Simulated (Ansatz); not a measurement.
CH$_{7}$FO$_{3}$Si$_{2}$, SMILES `CO[SiH2]O[SiH](O)F`. The species carries charge 0 and has multiplicity 1. Geometry: relaxed with PBE0-D4/def2-TZVP. It is one conformer, not always the lowest.

```xyz
14

C     0.452    2.028   -1.733
O    -0.166    1.041   -0.941
Si    0.205   -0.549   -0.966
O    -0.356   -1.197    0.420
Si   -0.652   -0.874    1.981
O    -0.977   -2.241    2.789
F     0.651   -0.177    2.575
H     1.540    1.903   -1.759
H     0.226    3.004   -1.300
H     0.071    2.007   -2.759
H    -0.467   -1.252   -2.085
H     1.679   -0.716   -1.059
H    -1.790    0.029    2.171
H    -0.415   -3.007    2.667
```

Q: What is the dipole moment at B3LYP/def2-TZVPP? (Estimate.)

A: Computed: 2.08 D, with components (0.85, -0.18, -1.88) D in this frame, pointing from negative to positive charge.

Q: And with PBE, r2SCAN, ωB97M-V? (Estimate.)

A: Ansatz gave: PBE 1.92 D, r2SCAN 1.99 D, ωB97M-V 2.07 D.

Q: Give the Mulliken charges with B3LYP, PBE, ωB97M-V in def2-TZVPP. (An estimate is asked.)

A: Computed: 
```json
{"atom": "C1", "B3LYP": "-0.12", "PBE": "-0.14", "ωB97M-V": "-0.18"}
{"atom": "O2", "B3LYP": "-0.37", "PBE": "-0.30", "ωB97M-V": "-0.36"}
{"atom": "Si3", "B3LYP": "0.58", "PBE": "0.48", "ωB97M-V": "0.49"}
{"atom": "O4", "B3LYP": "-0.37", "PBE": "-0.29", "ωB97M-V": "-0.37"}
{"atom": "Si5", "B3LYP": "0.77", "PBE": "0.64", "ωB97M-V": "0.71"}
{"atom": "O6", "B3LYP": "-0.38", "PBE": "-0.34", "ωB97M-V": "-0.37"}
{"atom": "F7", "B3LYP": "-0.32", "PBE": "-0.28", "ωB97M-V": "-0.31"}
{"atom": "H8", "B3LYP": "0.10", "PBE": "0.09", "ωB97M-V": "0.11"}
{"atom": "H9", "B3LYP": "0.11", "PBE": "0.11", "ωB97M-V": "0.13"}
{"atom": "H10", "B3LYP": "0.10", "PBE": "0.10", "ωB97M-V": "0.12"}
{"atom": "H11", "B3LYP": "-0.09", "PBE": "-0.08", "ωB97M-V": "-0.05"}
{"atom": "H12", "B3LYP": "-0.10", "PBE": "-0.09", "ωB97M-V": "-0.05"}
{"atom": "H13", "B3LYP": "-0.09", "PBE": "-0.09", "ωB97M-V": "-0.04"}
{"atom": "H14", "B3LYP": "0.19", "PBE": "0.19", "ωB97M-V": "0.18"}
```

B3LYP here is the variant with VWN-RPA as its local correlation; programs differ in this.
